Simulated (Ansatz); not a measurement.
Species: sum formula ZrOCl, charge 0, multiplicity 2. The spin state was set by rule; other spins were not relaxed. 
Structure (B3LYP-D3(BJ)/def2-TZVP (Ansatz, a first-principles code) minimum search):
SMILES: [O]=[Zr][Cl]
```xyz
3

Zr     0.4555     0.3010    -0.2035
O     -0.6307     1.3597    -1.0465
Cl    -0.7749    -1.3482     0.9712
```
Charge 0, spin multiplicity 2.

Property: vertical electron affinity (to the singlet state of charge -1; a negative value means that the extra electron is unbound and the number depends on the basis; each state is the SCF solution reached for its spin; for the singlet the Hartree-Fock reference is unstable and T1 is 0.031), in eV. Correlated levels leave the core frozen unless marked. UHF or UKS for open shells. Spin-orbit coupling is left out. The frozen core is the preceding noble-gas configuration, with the filled d and f shells of earlier blocks. In def2 rows, elements after Kr have scalar-relativistic effective core potentials. Anions need diffuse functions: def2-D sets add few. CBS marks a two-point X^-3 extrapolation of the correlation energy; Hartree-Fock from the larger set.

```csv
level,program,vertical electron affinity (eV)
MP2/def2-SVPD,Ansatz,1.27
MP2/def2-TZVPPD,Ansatz,1.31
"RI-MP2/CBS(def2-TZVPPD,def2-QZVPPD)",Ansatz,1.39
CCSD/def2-TZVPPD,Ansatz,1.59
CCSD(T)/def2-SVPD,Ansatz,1.65
CCSD(T)/def2-TZVPPD,Ansatz,1.66
```
